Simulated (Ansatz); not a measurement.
System: CH3OSi, charge 0, doublet. CH3OSi (SMILES [SiH3][C]=O, doublet).
B3LYP-D3(BJ)/def2-TZVP minimum from Ansatz (a program for electronic structure):
```
Si
H 1 1.4767
H 1 1.4767 2 110.57
H 1 1.4858 2 110.81 3 123.27
C 1 1.9320 2 103.47 3 -110.22
O 5 1.1730 1 134.82 2 -122.30
```
Charge 0, spin multiplicity 2.

Quantity: atomisation energy (electronic, to ground-state atoms), in kJ/mol. UHF or UKS for unpaired electrons; spin-orbit terms are left out. CBS(X,Y): correlation extrapolated as X^-3, Hartree-Fock from the larger set. A bracket is a step between two methods taken in the basis named. Functionals run without relativity, which enters their misses. Double hybrids freeze cores in their MP2 part. '+ core + X2C': CCSD(T) terms for core correlation (cc-pwCVTZ, 1s frozen past Ne) and scalar relativity (cc-pVTZ-DK). Where a partner has so few electrons that a lower coupled-cluster level is exact, that level stands in.

CCSD(T)/CBS(cc-pV(T+d)Z,cc-pV(Q+d)Z) + [CCSDT(Q) - CCSD(T)]/cc-pV(D+d)Z + core + X2C (Ansatz) gives 2070.9 kJ/mol.

Q: What does PBE/def2-TZVPD (Ansatz) give here, and how do the other levels compare?

A: PBE gives 2114.4 kJ/mol, 43.5 kJ/mol above it. Differences of the others: r2SCAN/def2-TZVPD (Ansatz) 11.7; B3LYP/def2-TZVPD (Ansatz) -7.6; PBE0/def2-TZVPD (Ansatz) -15.6; B2PLYP/def2-TZVPD (Ansatz) -21.5; CCSD(T)/CBS(cc-pV(T+d)Z,cc-pV(Q+d)Z) + core + X2C (Ansatz) -3.9 kJ/mol. Nearer than PBE: r2SCAN/def2-TZVPD, B3LYP/def2-TZVPD, PBE0/def2-TZVPD, B2PLYP/def2-TZVPD, CCSD(T)/CBS(cc-pV(T+d)Z,cc-pV(Q+d)Z) + core + X2C.
